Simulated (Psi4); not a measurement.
Pair of molecules, SMILES F with SMILES FCF (the first has 2 atoms); geometry from B3LYP-D3(BJ)/def2-TZVP.
(charge 0, multiplicity 1):
```xyz
7

F     -0.127     0.096    -0.064
H      0.193     0.624     0.634
F      0.756     0.889     2.359
C      0.389    -0.190     3.144
F     -0.713     0.160     3.844
H      1.209    -0.389     3.833
H      0.151    -1.021     2.480
```

Computed with SAPT0/jun-cc-pV(D+d)Z (Psi4).

Problem. Give the four SAPT terms and the total, and say what mostly holds the pair together.

Solution. electrostatics -28.8, exchange 24.7, induction -8.7, dispersion -4.9, total -17.7 kJ/mol; the largest attraction is electrostatics.
